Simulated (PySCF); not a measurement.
C₅H₆O₂.

```xyz
13

C      2.2888    -0.7265    -0.7332
C      1.3539    -0.6448     0.0362
C      0.2011    -0.5647     0.8799
C     -1.1578    -0.4879     0.1872
O     -1.1652    -0.3403    -1.1877
C     -0.6439     0.7140     0.9084
O     -0.2913     1.7974     0.1567
H      3.1412    -0.7817    -1.3846
H      0.2428    -1.1455     1.8071
H     -1.9787    -1.0862     0.6005
H     -0.4728    -0.9021    -1.5640
H     -1.0697     0.9747     1.8826
H     -0.4634     1.5433    -0.7647
```

Coordinates come from a PBE0-D3(BJ)/def2-SVP optimisation. The structure was generated by enumeration; whether it is a known compound was not checked. Other conformers were not sampled.

These are PBE/pcSseg-1 (PySCF) values and carry that method's errors. Non-relativistic, no solvent.

Computed absolute GIAO shielding of each atom: isotropic value and principal components (ppm):
| atom | σ(iso) | σ11 | σ22 | σ33 | span |
|---|---|---|---|---|---|
| C1 | 105.4 | 20.9 | 36.4 | 258.9 | 238.1 |
| C2 | 101.4 | 1.0 | 17.0 | 286.1 | 285.0 |
| C3 | 161.7 | 137.3 | 141.1 | 206.6 | 69.2 |
| C4 | 130.3 | 99.9 | 107.1 | 184.1 | 84.2 |
| O5 | 307.5 | 275.9 | 289.7 | 357.0 | 81.1 |
| C6 | 122.8 | 81.4 | 113.8 | 173.2 | 91.9 |
| O7 | 319.7 | 273.9 | 321.4 | 363.8 | 89.9 |
| H8 | 29.5 | 24.1 | 24.3 | 40.1 | 16.1 |
| H9 | 30.0 | 23.0 | 27.4 | 39.4 | 16.4 |
| H10 | 28.0 | 21.7 | 26.1 | 36.3 | 14.6 |
| H11 | 30.2 | 20.3 | 27.7 | 42.5 | 22.2 |
| H12 | 27.9 | 21.8 | 26.5 | 35.4 | 13.6 |
| H13 | 29.0 | 18.6 | 29.0 | 39.4 | 20.8 |
